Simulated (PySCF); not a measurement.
GeH3, SMILES [GeH3] (connectivity only; charge and spin as stated), charge +1, multiplicity 1. Geometry optimised at r2SCAN-D4/def2-TZVPD. The spin state was assumed, not searched. The isomer is the one that the SMILES or the coordinates give; other isomers of the formula were not compared.

PySCF 2.14.0 with TDA-PBE/def2-TZVPD puts the lowest singlet excitations at 5.15, 5.15, 9.60, 9.60, 10.53, 10.93 eV.

### Question
What are the lowest excitation roots from PySCF 2.14.0 with ADC(2)/aug-cc-pVDZ? (The exact figures need the calculation; the answer reports its results.)

### Answer
5.92, 5.92, 10.96, 10.96, 12.52, 12.52 eV. S1 differs by 0.77 eV (second minus first; roots are paired by order, and the bases may differ).
